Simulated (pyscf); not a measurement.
# O=Si=O, singlet

Gas-phase minimum from PySCF at ωB97X-D3(BJ)/def2-SVP, one conformer. 

```xyz
3

O      0.5928     0.2988     1.3382
Si    -0.4798    -0.4463     0.5691
O     -1.5523    -1.1914    -0.1999
```
Charge 0, spin multiplicity 1.

Bond lengths (Å): O1–Si2 1.516, Si2–O3 1.516. Bond angles (°): O1–Si2–O3 180.0.

Properties at ωB97X-D3(BJ)/def2-SVP:

- Harmonic wavenumbers, unscaled: 316, 316, 1026, 1483 cm⁻¹
- Zero-point energy: 4.5 kcal/mol
- Rotational symmetry number: 2
- Entropy of this conformer at 298 K and 1 atm, rigid rotor and harmonic oscillator, modes under 100 cm⁻¹ raised to 100: 230.5 J/(mol K)
- Dipole moment: 0.00 D

Single-point totals, which compare only within one level (frozen core for MP2 and CC):

```csv
level,total energy (hartree)
ωB97X-D3(BJ)/def2-TZVP,-440.04976
PBE/def2-TZVP,-439.73516
r²SCAN/def2-TZVP,-439.93084
B3LYP-D3(BJ)/def2-TZVP,-440.04723
PBE0-D3(BJ)/def2-TZVP,-439.74061
M06-2X/def2-TZVP,-439.94729
ωB97M-D3(BJ)/def2-TZVP,-440.10196
HF/def2-TZVPP,-438.72670
MP2/def2-TZVPP,-439.31354
CCSD/def2-TZVPP,-439.30108
CCSD(T)/def2-TZVPP,-439.33020
```

The CCSD(T) − MP2 part came from Ansatz, without density fitting, on the same reference.
